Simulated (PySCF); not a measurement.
**Assigning NMR signals**

Structure with atom numbers: `[CH3:1][CH2:2][B:3]([CH2:4][CH3:5])[CH2:6][CH3:7]` (H(Xn): hydrogen on atom n).

Isolated molecule, non-relativistic, one averaged value for each set of equivalent atoms, a single conformation. Coordinates at the PBE0-D3(BJ)/def2-SVP level; shieldings: GIAO PBE0/pcSseg-1; PySCF 2.14.

Scale: 13C (σ = 184.41 ppm), 1H (σ = 31.27 ppm) vs TMS (reference shieldings calculated alike).

**Question.** Assign these signals to the numbered atoms. 13C{1H} NMR (computed): δ 21.8, 9.6.

**Answer.** 
21.8 → C2/C4/C6, sp3 CH2 bonded to B
9.6 → C1/C5/C7, methyl carbon: a saturated carbon with 1 carbon neighbour and no heteroatom attached

**Question.** Assign these signals to the numbered atoms. 1H NMR (600 MHz, computed): δ 1.23 (q, 6H), 0.97 (t, 9H).

**Answer.** 
1.23 → H(C2)/H(C4)/H(C6), hydrogen on an sp3 CH2 bonded to B
0.97 → H(C1)/H(C5)/H(C7), hydrogen on a methyl carbon

A carbon bonded to boron is broadened by the quadrupolar boron nucleus and is often missing from a measured spectrum. Shifts are as computed. Against solution values, carbons near 30 ppm lie about +2 ppm off and those near 130 ppm about +4 ppm. Of 246 compounds with measured shifts, 49 miss one by over three times the rms of a fit or turn the order of signals round; such compounds aren't used in these exercises. Multiplicities follow the n + 1 count of equivalent neighbours, as no J values were calculated; m marks all less simple cases, F and P coupling included.
